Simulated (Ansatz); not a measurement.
CH2ClFO2Si, SMILES `O[Si@]1(F)O[C@@H]1Cl`, 8 atoms. Total charge 0; spin multiplicity 1. All runs use 4 threads of an AMD EPYC 7B13 on a shared host. Correlated methods freeze the cores.

(1) Give the basis size and wall time and peak host memory of each of these runs in Ansatz. RKS PBE-D4/def2-TZVPP energy and forces; RKS PBE0-D4/def2-SVP energy; RHF-CCSD(T)/def2-SVP energy; RKS PBE0-D4/def2-QZVPP energy; RHF-MP2/def2-QZVPP energy; RKS PBE0-D4/def2-TZVP relaxation (11 steps); RHF-CCSD(T)/def2-TZVPP energy; direct RPA on PBE orbitals/def2-TZVPP energy; RKS ωB97M-V/def2-QZVPP energy; RKS r2SCANh-D4/def2-TZVPP energy; RKS ωB97M-V/def2-SVP energy; RKS PBE-QIDH (frozen core)/def2-TZVPP energy. (Estimate.)

Answers

(1) Computed: Other jobs shared the machine, so times are rough.

| level | job | functions | wall time | peak host memory (GiB) |
| --- | --- | --- | --- | --- |
| RKS PBE0-D4/def2-SVP | energy | 102 | 1.1 s | 0.22 |
| RKS PBE-D4/def2-TZVPP | energy and forces | 236 | 1.8 s | 0.34 |
| RKS ωB97M-V/def2-SVP | energy | 102 | 3.2 s | 0.33 |
| direct RPA on PBE orbitals/def2-TZVPP | energy | 236 | 3.7 s | 0.54 |
| RKS r2SCANh-D4/def2-TZVPP | energy | 236 | 3.8 s | 0.67 |
| RHF-CCSD(T)/def2-SVP | energy | 102 | 3.9 s | 0.45 |
| RKS PBE-QIDH (frozen core)/def2-TZVPP | energy | 236 | 4.1 s | 0.63 |
| RKS PBE0-D4/def2-QZVPP | energy | 428 | 6.5 s | 1.6 |
| RKS ωB97M-V/def2-QZVPP | energy | 428 | 13 s | 1.9 |
| RHF-MP2/def2-QZVPP | energy | 428 | 14 s | 2.3 |
| RKS PBE0-D4/def2-TZVP | relaxation (11 steps) | 210 | 36 s | 0.61 |
| RHF-CCSD(T)/def2-TZVPP | energy | 236 | 110 s | 4.5 |
